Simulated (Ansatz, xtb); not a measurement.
Two isomers of C6H7PS

Structure a: `CC1=CC(S)=CP=C1`, a singlet. Structure b: `CC1=PC=CC(S)=C1`, a singlet. Both are isolated molecules in the gas phase, relaxed with B3LYP/def2-SVP; the shapes shown needn't be the lowest conformers.

a (Å):

```xyz
15

C    -1.5047   -0.3721    1.8484
C    -0.4596   -0.8647    0.8695
C     0.7535   -1.3837    1.3391
C     1.4238   -1.6976   -1.2338
C     0.1601   -1.1600   -1.5144
C    -0.7329   -0.7659   -0.5048
P     2.0697   -1.9602    0.3574
S    -0.2642   -1.0020   -3.2422
H    -2.5186   -0.6767    1.5446
H    -1.4997    0.7303    1.9035
H    -1.3204   -0.7551    2.8625
H     0.8986   -1.4355    2.4240
H     2.0635   -1.9806   -2.0771
H    -1.4894   -0.4574   -3.0688
H    -1.7037   -0.3568   -0.7995
```

b (Å):

```xyz
15

C    -1.5007   -1.0938    2.3430
C    -1.0306   -0.9365    0.9121
C     0.3126   -1.1801    0.6190
C     0.8898   -1.0790   -0.6588
C     0.1361   -0.7108   -1.7879
C    -1.2219   -0.4221   -1.7248
P    -2.2195   -0.4572   -0.2925
S     2.6283   -1.4422   -0.7660
H    -0.9257   -0.4435    3.0237
H    -1.3647   -2.1316    2.6922
H    -2.5655   -0.8403    2.4548
H     0.9708   -1.4730    1.4467
H     2.7582   -1.2353   -2.0953
H     0.6419   -0.6483   -2.7572
H    -1.7216   -0.1434   -2.6595
```

Estimate which is lower in electronic energy at CCSD(T)/def2-SVP + ΔMP2/def2-TZVPP, and by roughly how much.

CCSD(T)/def2-SVP + ΔMP2/def2-TZVPP gives E(b) − E(a) = +4.94 kJ/mol, favouring structure a, but this leans on the basis-set step: CCSD(T) alone gives +2.51 kJ/mol.

Level by level:

```csv
level,geometry,E(b) − E(a) (kJ/mol),departure from the last row (kJ/mol),"job, with rough time for the two"
GFN2-xTB,GFN2-xTB,+6.04,+1.11,"optimisation, 0.26 s"
HF/STO-3G,GFN2-xTB,+3.31,−1.62,"single point, 0.66 s"
r2SCAN-D4/def2-SVP,GFN2-xTB,+0.59,−4.35,"single point, 4.3 s"
B3LYP/def2-SVP,B3LYP/def2-SVP,+1.90,−3.04,"optimisation, 37 s"
HF/def2-SVP,B3LYP/def2-SVP,+4.17,−0.76,part of the CCSD(T) run
MP2/def2-SVP,B3LYP/def2-SVP,+2.26,−2.67,part of the CCSD(T) run
CCSD(T)/def2-SVP,B3LYP/def2-SVP,+2.51,−2.42,single point
CCSD(T)/def2-SVP + ΔMP2/def2-TZVPP,B3LYP/def2-SVP,+4.94,,"single point, 98 s"
```

As drawn, both hold the same kinds of bond in the same numbers.

r2SCAN-D4/def2-SVP, B3LYP/def2-SVP find them nearly level. The largest departure from CCSD(T)/def2-SVP + ΔMP2/def2-TZVPP is that of r2SCAN-D4/def2-SVP, 4.35 kJ/mol. The last row adds to CCSD(T) the change of the MP2 difference between the two basis sets, here +2.42 kJ/mol.

With thermal terms from frequencies at re-optimised GFN2-xTB minima (ideal gas, soft modes damped towards free rotors, one conformer each, 298.15 K, 1 atm): the zero-point term adds +0.06 kJ/mol; ΔH is +4.85 and ΔG +5.15 kJ/mol.

The correlated steps freeze 16 core orbitals. Codes used: Ansatz 0.2.0, xtb 6.7.1; the last row on 2 threads of Intel(R) Xeon(R) Gold 6455B (Sapphire Rapids) on a shared host.
